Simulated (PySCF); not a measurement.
H5Si2, multiplicity 2. Atoms are numbered in the order given.

```xyz
7

Si     1.2090     0.0883     0.0000
Si    -1.1216    -0.0140     0.0000
H      1.8409    -0.4903    -1.2135
H      1.8409    -0.4903     1.2135
H     -1.6365     0.6750     1.2071
H     -1.6365     0.6750    -1.2071
H     -1.6316    -1.4096     0.0000
```
Charge 0, spin multiplicity 2.

Geometry optimised at B3LYP-D3(BJ)/def2-TZVP. The isomer is the one that the SMILES or the coordinates give; other isomers of the formula were not compared.

Method: PySCF with r2SCAN/def2-TZVPD.

Mulliken values depend strongly on the basis, most of all with diffuse functions as here. ESP charges are fitted to the potential on shells at 1.4 to 2.0 van der Waals radii. Atomic charges (e):

```csv
atom,ESP fit,meta-Löwdin,Mulliken spin
Si1,…,0.10,0.96
Si2,…,0.23,-0.01
H3,…,-0.06,0.01
H4,…,-0.06,0.01
H5,…,-0.07,0.00
H6,…,-0.07,0.00
H7,…,-0.07,0.04
```

Complete the blanks. (Estimate from the structure and the level; the computed values follow.)


- Si1, ESP fit: -0.04
- Si2, ESP fit: 0.15
- H3, ESP fit: 0.00
- H4, ESP fit: 0.00
- H5, ESP fit: -0.04
- H6, ESP fit: -0.04
- H7, ESP fit: -0.04
